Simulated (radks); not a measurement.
Tl35+, 46 electrons, occupied as [Kr] 4d10.

Calculated with a radial shooting solver on a logarithmic mesh with Libxc functionals: scalar-relativistic Kohn-Sham, BLYP, spin-polarised, spherical densities, finite nucleus; Fermi nuclear charge, rms radius 5.4759 fm.

Energy parts (eV):
part                       energy
total                  -532619.71
kinetic                 601858.73
electron-nucleus      -1260943.61
Hartree                 135248.62
exchange-correlation     -8783.45

Orbitals (lengths in bohr, moments of r in powers of bohr; r(max) is where P^2 peaks):
| orbital | occ. | eigenvalue (eV) | <r^2> | <1/r> | r(max) |
|---|---|---|---|---|---|
| 1s | 2 | -86975.64 | 0.0003690 | 99.39 | 0.01003 |
| 2s | 2 | -16635.41 | 0.005609 | 23.32 | 0.05816 |
| 2p | 6 | -14507.44 | 0.004758 | 20.59 | 0.04833 |
| 3s | 2 | -5030.132 | 0.03572 | 8.693 | 0.1637 |
| 3p | 6 | -4416.123 | 0.03677 | 7.897 | 0.1635 |
| 3d | 10 | -3784.062 | 0.03036 | 7.410 | 0.1332 |
| 4s | 2 | -2073.132 | 0.1524 | 4.011 | 0.3567 |
| 4p | 6 | -1854.988 | 0.1669 | 3.684 | 0.3715 |
| 4d | 10 | -1609.890 | 0.1715 | 3.420 | 0.3688 |

The highest occupied level is 4d at -1609.9 eV. For comparison, the ionisation energy in NIST's Atomic Spectra Database is 1625 eV (theoretical). In exact Kohn-Sham theory the highest level is minus the ionisation energy, but local and semilocal functionals leave it too shallow, through self-interaction and a potential that decays too fast; potentials with the right tail come closer.

Beside tabulated values, note that scalar-relativistic runs lack spin-orbit coupling.
